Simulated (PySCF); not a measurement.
C8H8O.
Geometry (GFN2-xTB, Å), atoms numbered from 1 in this order:
```xyz
17
C8H8O angstrom
C      1.816   -1.877    0.370
C      1.350   -0.868   -0.073
C      0.774    0.370   -0.574
C      1.481    1.503    0.003
C      2.057    2.425    0.503
C     -0.731    0.469   -0.255
C     -1.171    0.031    1.147
C     -1.929   -1.075    0.408
O     -1.497   -0.578   -0.860
H      2.230   -2.768    0.737
H      0.883    0.390   -1.667
H      2.568    3.238    0.924
H     -1.093    1.456   -0.568
H     -1.794    0.746    1.677
H     -0.364   -0.310    1.789
H     -1.568   -2.091    0.583
H     -3.018   -1.048    0.497
```

A PySCF run (density fitting, gas phase, GFN2-xTB geometry) gave HOMO -6.06 eV, LUMO -0.53 eV, dipole 1.55 D.

Task: Which of these levels was it?
A. PBE0/pcSseg-1
B. BHandHLYP/pcseg-1
C. BP86/pcSseg-0
D. KT3/def2-SVPD
E. PBE0/def2-SVPD

Result: D. It is KT3/def2-SVPD. All candidates on this geometry:

| level and settings | kind | basis functions | SCF cycles | E (Eh) | HOMO (eV) | LUMO (eV) | dipole (D) |
| --- | --- | --- | --- | --- | --- | --- | --- |
| BP86/pcSseg-0 | GGA | 97 | 16 | -383.8545 | -5.65 | -0.33 | 1.94 |
| KT3/def2-SVPD, fitting basis def2-qzvpp-jkfit | GGA | 247 | 12 | -390.5196 | -6.06 | -0.53 | 1.55 |
| PBE0/def2-SVPD | global hybrid | 247 | 15 | -383.9800 | -7.37 | 0.44 | 1.63 |
| PBE0/pcSseg-1 | global hybrid | 193 | 15 | -384.1974 | -7.30 | 0.57 | 1.75 |
| BHandHLYP/pcseg-1 | global hybrid | 166 | 14 | -384.3828 | -8.69 | 1.70 | 1.92 |

The nearest other candidate, by the summed differences of HOMO and LUMO, is BP86/pcSseg-0: its HOMO differs by +0.41 eV and its LUMO by +0.20 eV. Cycle counts include a coarse-grid stage where the run had one. KT3 was designed for NMR shieldings or shifts; total energies of different functionals aren't comparable.
